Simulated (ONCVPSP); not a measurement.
# Br: from the effect back to the setting (ONCV)

Base potential:

Br (Z = 35), optimised norm-conserving Vanderbilt (ONCV), made with ONCVPSP 4.0.1 (PBEsol, scalar-relativistic). Core [Ar] 3d10, reference 4s2 4p5. Waves: 4s: rc 1.50 bohr, ncon 3, nbas 6, qcut 3.7 1/bohr, 2 projectors, debl 1.6 Ha; 4p: rc 1.50 bohr, ncon 4, nbas 9, qcut 5.3 1/bohr, local. Local part: the p channel. Core correction: Teter function, fcfact 4.5, rcfact 1.7.

Cutoffs, loose and tight: the cutoffs (Ha) at which the residual kinetic energy of the hardest occupied pseudo-wave falls to 1 and 0.1 mHa per electron. They do not see the model core or the augmentation charge, which bear on the density cutoff. Test errors are all-electron minus pseudo excitation energies from the reference, over the configurations 4s2 4p4; 4s2 4p3; 4s2 4p2; 4s2 4p1; variants that change the core or the reference have their own tests.

Only the qcut of the s channel is moved:

```
qcut of the s channel (1/bohr)  cutoff, loose  cutoff, tight  bound ghosts  largest test error (meV)
                           2.2          41 Ha          85 Ha             s                      -656
                           2.8          40 Ha          83 Ha             s                      -659
                           3.4          38 Ha          66 Ha             s                      -661
                           3.8          36 Ha          61 Ha          none                      -667
                           4.4          20 Ha          43 Ha          none                      -675
                           5.4          13 Ha          25 Ha          none                      -675
```

One more run gave cutoff, loose: 12 Ha; cutoff, tight: 36 Ha; bound ghosts: none; largest test error (meV): -672. Which value of the qcut of the s channel was used?

5 1/bohr. The tight cutoff moves one way along this sweep, from 85 Ha at 2.2 to 25 Ha at 5.4 1/bohr, which places the run between 4.4 and 5.4 1/bohr.
